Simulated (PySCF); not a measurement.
## C5H7FSi: full NMR table

| Item | Value |
| --- | --- |
| Formula | C5H7FSi |
| SMILES | CC1=C(F)C=C[SiH2]1 |
| Point group of the computed structure | Cs |
| Degrees of unsaturation | 3 |
| Carbon signals | 5 |
| Proton signals | 4 |

Mapped SMILES: `[CH3:1][C:2]1=[C:3]([F:4])[CH:5]=[CH:6][SiH2:7]1`; H(Xn) means a hydrogen on atom n.

- GFN2-xTB geometry
- shielding tensors at PBE0/pcSseg-1 (GIAO)
- run in PySCF 2.14.0 with density-fitted response routines
- no relativistic terms, isolated molecule, single conformer, averaged over atoms made equivalent by symmetry, fast rotation or ring inversion

Referencing at the same level of theory: ¹H (31.72 ppm) and ¹³C (186.93 ppm) and ²⁹Si (349.16 ppm) vs TMS; ¹⁹F (170.95 ppm) against CFCl3.

| carbon | δC, type | δH (multiplicity) | HMBC from (2–3 bonds) | span of the C tensor (ppm) |
| --- | --- | --- | --- | --- |
| C1 | 13.4, CH3 | 2.10 (s) | H(Si7) | 30 |
| C2 | 115.1, C | – | H(C5), H(C6), H(Si7), H(C1) | 176 |
| C3 | 174.4, C | – | H(C5), H(C6), H(Si7), H(C1) | 150 |
| C5 | 153.6, CH | 7.06 (m) | H(C6), H(Si7) | 216 |
| C6 | 131.8, CH | 6.14 (m) | H(C5), H(Si7) | 236 |

Other nuclei:
```tsv
atoms	nucleus	environment	δ (ppm)	σ (ppm)
H(Si7)	¹H	hydrogen on a silicon bonded to 2 C, in a 5-membered ring	4.59	27.12
F4	¹⁹F	vinylic fluorine	-105.2	276.1
Si7	²⁹Si	silicon bonded to 2 C, 2 H, in a 5-membered ring	-44.5	393.7
```

Carbon types of the structure: 2 × C, 2 × CH, 1 × CH3, leaving 2 H on heteroatoms. δC 174.4, 115.1: fully substituted alkene carbon. δC 153.6, 131.8: alkene CH; the olefinic region. δC 13.4: allylic methyl carbon; saturated and bonded to C and H only. δH 7.06, 6.14: hydrogen on an alkene CH; olefinic region. δH 2.10: hydrogen on an allylic methyl carbon; allylic position.

Splittings by ¹⁹F in the carbon and heteronuclear signals aren't shown, as no couplings were computed. Shifts are as computed. Against solution values, carbons near 30 ppm lie about +3 ppm off and those near 130 ppm about +5 ppm. Of 1211 compounds with measured shifts, 218 miss one by over three times the rms of a fit or turn the order of signals round; such compounds aren't used in these exercises. Unscaled 19F shifts against computed CFCl3 carry errors that often reach 10 to 50 ppm. No couplings were computed; multiplicities are counted from neighbouring protons, with m where these are inequivalent, close in shift, in a saturated or five-membered ring or joined by F or P, and br s for small geminal =CH2 splittings.
